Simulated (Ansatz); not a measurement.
Calculated with Ansatz (gas phase, PBE0-D4/def2-TZVP geometries, no zero-point term in ΔE). CCSD(T)/CBS adds triple-zeta CCSD(T) − MP2 to the extrapolated MP2 energy (def2 sets, frozen cores). This one scheme is used for every species. Functionals use def2-TZVPP. HSE06 is defined as in plane-wave codes. def2 core potentials past Kr. For Cd outer-core shells are correlated without core-valence functions, which leaves a few kJ/mol of doubt a bond. One conformer a species, not always the lowest.

Reaction (ligand exchange at a Cd–N bond): `[F][Cd][N]([SiH3])[SiH3]` + CH₃OH → `C[O][Cd][F]` + `[SiH3]N[SiH3]`

```csv
level,ΔE (kJ/mol)
revPBE-D4,14.7
PBE0-D4,21.7
HSE06-D4,21.8
ωB97X-V,18.2
CCSD(T)/def2-TZVPP,27.1
MP2/def2-QZVPP,29.7
SCS-MP2/def2-QZVPP,25.2
MP2/CBS(def2),28.6
```

Task: What does CCSD(T)/CBS give? (Estimate.)

Result: Ansatz gave: +23.6 kJ/mol. The listed levels differ from it by -8.9, -1.9, -1.8, -5.4, 3.5, 6.1, 1.6, 5.0 kJ/mol.

Largest T1 diagnostic among the species: 0.018.

From BLYP to BHLYP (50 % exact exchange), in def2-TZVPP and without D4, ΔE moves by +13.3 kJ/mol. At CCSD(T), def2-SVP lies +4.0 kJ/mol from the extrapolated value and def2-TZVPP +3.5 kJ/mol. The D4 term adds +7.6 kJ/mol with B3LYP and +4.2 kJ/mol with PBE0; it sums over pairs of atoms, weighted by their polarisabilities, and B3LYP, whose exchange is more repulsive, gets the larger term.

CCSD(T)/CBS has its own doubt, a few kJ/mol and more with outer-core shells, so smaller differences from it don't rank the levels.

B3LYP here is the variant with VWN-RPA as its local correlation; programs differ in this.
